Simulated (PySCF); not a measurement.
PySCF input for WF3, SMILES [F][W]([F])[F] (connectivity only; charge and spin as stated), neutral, multiplicity 4, B3LYP-D3(BJ)/def2-TZVP. Geometry optimised at B3LYP-D3(BJ)/def2-TZVP. The spin state was assumed, not searched. The def2 effective core potentials stand for the cores of W; spin–orbit coupling is left out.

```python
import numpy as np
from pyscf import gto, scf, dft, df
from pyscf.hessian import thermo

mol = gto.M(
    atom='''
    W     0.00000000    0.00000000    0.00000000
    F     1.87777624    0.00000000    0.00000000
    F    -0.93888812   -1.62620192    0.00000000
    F    -0.93888812    1.62620192    0.00000000
    ''',
    basis='def2-TZVP',
    ecp={'W': 'def2-tzvp'},
    charge=0,
    spin=3,
    max_memory=1600,
    verbose=3,
)
mf = dft.UKS(mol, xc='b3lyp').density_fit(auxbasis='def2-universal-jkfit')
mf.disp = 'd3bj'
mf.grids.level = 3
mf.conv_tol = 1e-11
mf.max_cycle = 100
mf.kernel()
fine, coarse = mf.grids, dft.Grids(mol).set(level=1).build(with_non0tab=True)
for _ in range(3):  # follow internal instabilities
    mf.grids = coarse
    mo, _, stable, _ = mf.stability(return_status=True, nroots=4)
    mf.grids = fine
    if stable:
        break
    mf.kernel(mf.make_rdm1(mo, mf.mo_occ))

# [left out here: the lines that compute and print the analytic Hessian (its translational invariance restored by hand, since the grid's response is missing), thermochemistry and intensities]
```

Log of the run:

```

WARN: HOMO -0.261675789715039 >= LUMO -0.296218005162569


WARN: HOMO -0.227342096030511 >= LUMO -0.23807372354408

converged SCF energy = -366.8850805306  <S^2> = 3.7544907  2S+1 = 4.0022447
<class 'pyscf.df.df_jk.DFUKS'> wavefunction is stable in the internal stability analysis

WARN: DFTD3 does not support analytical Hessian, using finite difference


WARN: Mole.unit (angstrom) is changed to Bohr

Mode                                 0                   1                   2
Irrep
Freq [cm^-1]                      146.7122            157.0959            157.0985
Reduced mass [au]                  24.1158             20.6586             20.6587
Force const [Dyne/A]                0.3058              0.3004              0.3004
Char temp [K]                     211.0861            226.0261            226.0298
Normal mode                   x     y     z       x     y     z       x     y     z
       0   W                 0.00 -0.00  0.04   -0.02  0.00  0.00    0.00  0.02  0.00
       1   F                 0.00  0.00 -0.12   -0.03 -0.03 -0.00    0.01 -0.17 -0.00
       2   F                -0.00  0.00 -0.12    0.14 -0.09 -0.00    0.07 -0.00 -0.00
       3   F                -0.00 -0.00 -0.12    0.10  0.09 -0.00   -0.11 -0.04 -0.00
Mode                                 3                   4                   5
Irrep
Freq [cm^-1]                      675.4849            675.5162            679.6090
Reduced mass [au]                  21.8835             21.8833             18.9984
Force const [Dyne/A]                5.8830              5.8835              5.1699
Char temp [K]                     971.8724            971.9174            977.8060
Normal mode                   x     y     z       x     y     z       x     y     z
       0   W                -0.03  0.00 -0.00    0.00  0.03 -0.00   -0.00 -0.00 -0.00
       1   F                 0.17 -0.00  0.00   -0.00 -0.01  0.00   -0.13  0.00  0.00
       2   F                 0.05  0.07  0.00   -0.07 -0.13  0.00    0.07  0.11  0.00
       3   F                 0.05 -0.07  0.00    0.07 -0.13  0.00    0.07 -0.11  0.00
temperature 298.1500 [K]
pressure 101325.00 [Pa]
Rotational constants [GHz] 5.02946 5.02946 2.51473
Symmetry number 6
Zero-point energy (ZPE) 0.00568 [Eh]   14902.579 [J/mol]
                           tot       elec      trans        rot        vib
Entropy [J/mol/K]       319.854     11.526    177.142     94.001     37.185
Cv [J/mol/K]             59.746      0.000     12.472     12.472     34.803
Cp [J/mol/K]             68.061      0.000     20.786     12.472     34.803
Internal energy [J/mol]                      3718.434   3718.434  20883.879
Internal energy [Eh]   -366.87429  -366.88508
Enthalpy [J/mol]                             6197.391   3718.434  20883.879
Enthalpy [Eh]          -366.87335
Gibbs free energy [J/mol]                  -46617.490 -24307.835   9797.127
Gibbs free energy [Eh] -366.90967
mode   freq/cm-1   IR/(km/mol)
   1      146.71         7.711
   2      157.10         4.557
   3      157.10         4.558
   4      675.48       159.017
   5      675.52       158.989
   6      679.61         0.000
max |gradient| / (hartree/bohr): 0.00018231736959859203
APT charges: [ 1.7803 -0.5935 -0.5934 -0.5934]
```

Self-consistency was reached.

Cost: around 3 core-minutes (rough).
